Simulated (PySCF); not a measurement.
Geometry (Å), atoms numbered from 1 in this order:
```xyz
23

C    -4.4669   -0.8443    0.3971
C    -3.0867   -0.3747    0.8320
C    -2.0515   -0.4271   -0.2911
Si   -0.3142    0.1154    0.2192
Si    1.2075    0.0154   -1.5637
Si    3.2939    0.8077   -0.8442
Si    3.9745   -0.4632    1.0064
H    -4.4378   -1.8853    0.0363
H    -4.8588   -0.2219   -0.4233
H    -5.1900   -0.7979    1.2259
H    -2.7397   -0.9882    1.6819
H    -3.1543    0.6569    1.2195
H    -2.3705    0.2090   -1.1362
H    -1.9784   -1.4515   -0.6986
H     0.2027   -0.7650    1.3174
H    -0.3374    1.5180    0.7479
H     1.3648   -1.4070   -2.0118
H     0.7085    0.8144   -2.7296
H     3.1650    2.2428   -0.4337
H     4.3187    0.7182   -1.9330
H     4.0464   -1.9084    0.6265
H     2.9755   -0.3107    2.1091
H     5.3150   -0.0293    1.5082
```

Geometry: PBE0-D3(BJ)/def2-SVP; GIAO shifts from PySCF 2.14, gas phase, non-relativistic, averaged over equivalent atoms.

At PBE0/pcSseg-1 (227 basis functions, 110 s wall time on 1 thread of an Arm Neoverse N1, shared host):
```tsv
atoms	δ (ppm)
C2	25.0
C1	20.5
C3	15.0
Si4	-63.5
Si7	-105.0
Si5	-114.5
Si6	-115.9
H15/H16	3.87
H21/H22/H23	3.60
H19/H20	3.52
H17/H18	3.45
H11/H12	1.34
H8/H9/H10	1.09
H13/H14	0.59
```

Scale: TMS for ¹³C (σ = 184.41 ppm), ²⁹Si (σ = 351.99 ppm), ¹H (σ = 31.27 ppm) (reference shieldings calculated alike).

Q: Estimate the result of repeating the calculation with KT3/pcSseg-1.

A: 
| atoms | δ at KT3/pcSseg-1 | change |
| --- | --- | --- |
| C2 | 27.9 | +2.9 |
| C1 | 21.5 | +1.0 |
| C3 | 17.0 | +2.0 |
| Si4 | -60.8 | +2.7 |
| Si7 | -100.6 | +4.4 |
| Si5 | -107.7 | +6.8 |
| Si6 | -108.6 | +7.3 |
| H15/H16 | 3.76 | -0.11 |
| H21/H22/H23 | 3.49 | -0.11 |
| H19/H20 | 3.44 | -0.08 |
| H17/H18 | 3.37 | -0.08 |
| H11/H12 | 1.43 | +0.09 |
| H8/H9/H10 | 1.10 | +0.01 |
| H13/H14 | 0.68 | +0.09 |

δ = σ(ref) − σ, references computed at the same level: ¹³C (182.31 ppm) and ²⁹Si (365.51 ppm) and ¹H (31.32 ppm) against TMS.

The largest change is at Si6 (silicon bonded to 2 Si, 2 H). Cost: 227 basis functions, 95 s wall time on 1 thread of an Arm Neoverse N1, shared host. The order of the carbon signals is the same at both levels.
